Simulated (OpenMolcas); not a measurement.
## V III: effect of the active space

```json
{
 "Program": "OpenMolcas 26.06",
 "Method": "MS-CASPT2, IPEA 0.25 Eh, imaginary shift 0.1 Eh",
 "Basis": "ANO-L-VTZP",
 "Scalar Hamiltonian": "non-relativistic, point nucleus",
 "Spin-orbit coupling": "RASSI with atomic mean-field integrals over the reference wave functions, term energies averaged over their components"
}
```

A. 3 electrons in 5 orbitals (3d); 2S+1 = 4 even, 10 roots; 2S+1 = 2 even, 40 roots; closed shells correlated: 3s 3p; CASPT2 step about 8 core-seconds
B. 3 electrons in 6 orbitals (3d 4s); 2S+1 = 4 even, 20 roots; 2S+1 = 2 even, 64 roots kept (CI in the orbitals of an earlier block); closed shells correlated: 3s 3p; CASPT2 step roughly 27 core-seconds

Energies in cm-1 above 3d3 4F 3/2, the measured ground level; measured values from Sugar and Corliss, J. Phys. Chem. Ref. Data 7, 1191 (1978).

```csv
Level,A,B,Measured
3d3 4F 3/2,0.0,0.0,0.0
3d3 4F 5/2,160,169,146
3d3 4F 7/2,379,400,342
3d3 4F 9/2,653,689,584
3d3 2G 7/2,11920,12170,11966
3d3 2G 9/2,12150,12430,12187
3d3 4P 1/2,12160,11760,11514
3d3 4P 3/2,12230,11840,11592
3d3 4P 5/2,12420,12030,11770
3d3 2P 1/2,15550,15660,15580
3d3 2P 3/2,15600,15690,15550
3d3 2D 3/2(1),16610,16740,16330
3d3 2D 5/2(1),16740,16870,16375
3d3 2H 9/2,17180,17340,16811
3d3 2H 11/2,17360,17540,16978
3d3 2F 7/2,28450,28280,27728
3d3 2F 5/2,28550,28380,27847
3d3 2D 5/2(2),44430,43720,42267
3d3 2D 3/2(2),44560,43860,42371
```

Deviations, from unrounded energies. A percentage is the sum of absolute deviations over the sum of measured energies, with the sign that they share, or ± where signs differ.

```tsv
Against measurement	Levels	A	B
mean absolute deviation (cm-1)	18	520	420
fine structure of the ground term (%)	3	+11.2	+17.5
other terms of the ground configuration (%)	15	±3.1	+2.5
```

B lies closest to measurement on these levels. The largest miss of B in the table is 3d3 2D 3/2(2), by +1500 cm-1. The ranking rests on the paired levels alone, and a cruder setting can come out closer through cancelling errors.

The two smallest mean deviations differ by little beside CASPT2's spread within terms, so their order carries little weight.

Between A and B the level of the table that moves most is 3d3 2D 5/2(2), by 710 cm-1 (lowest in B, highest in A). Moves below CASPT2's spread within the term are not significant.

CASPT2 breaks the degeneracy within a term, and the mean is taken; among the terms shown or strongly mixed into the levels shown the widest spread is 1100 cm-1 (3d3 4F, B). Some levels mix across a computed gap that differs much from the measured one, so their mixing is not that of the real levels. Terms from blocks run as CI alone lack orbitals of their own (holds for B). The CASPT2 spread within a term exceeds the gap to the next term for 3d3 4P and 3d3 2G, 3d3 2D(1) and 3d3 2H, so the order of their levels is uncertain (holds for B). Measured partners are found by configuration, term and J. A level has none where our copy of the source lacks it or the pairing is in doubt (some pairs that miss far off the trend of their configuration count as doubtful), and it then counts in no deviation. Only configurations of the active space appear. Levels that lie high or do not pair safely by name in every column are left out.

A number in round brackets counts repeated terms of one configuration in the order of the reference energies.
